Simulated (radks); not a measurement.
The numbers below are computed, except where a source is named.
Species: Te2-. Configuration: [Xe]. Level of theory: scalar-relativistic Kohn-Sham, LDA (Slater exchange, Perdew-Wang correlation), spin-polarised, spherical densities, point nucleus; Watson sphere of charge +1.44 and radius 3.28 bohr (a radial shooting solver on a logarithmic mesh with Libxc functionals).

X-ray form factor f0, the Fourier transform of the density (f0(0) = 54):

sin(theta)/lambda (1/angstrom)  f0 (electrons)
0.05                                    52.457
0.1                                     48.884
0.15                                    44.979
0.2                                     41.537
0.25                                    38.602
0.3                                     36.007
0.4                                     31.414
0.5                                     27.478
0.6                                     24.260
0.8                                     19.798
1                                       16.969
1.25                                    14.202
1.5                                     11.706
2                                        7.918
